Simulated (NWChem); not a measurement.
System: SnBrF, singlet; SMILES [F][Sn][Br]

All runs: NWChem. Low-valent species are run as closed-shell singlets; no triplet was tried in these runs. Coordinates come from a PBE0/def2-SVP optimisation. Not confirmed as a minimum by frequencies. def2 effective core potentials on Sn; no spin-orbit coupling. Ions are spin-unrestricted doublets at the neutral geometry; other ion states weren't tried.

For level PBE/def2-SVP:

```
Property                               Value
-------------------------------------  -----
vertical ionisation energy, ΔSCF (eV)   9.91
−ε(HOMO) (eV)                           6.74
```

Question: Estimate the same quantities for level CAM-B3LYP/def2-SVP.

Answer: 
| Item | Result |
|---|---|
| vertical ionisation energy, ΔSCF (eV) | 10.25 |
| −ε(HOMO) (eV) | 9.08 |
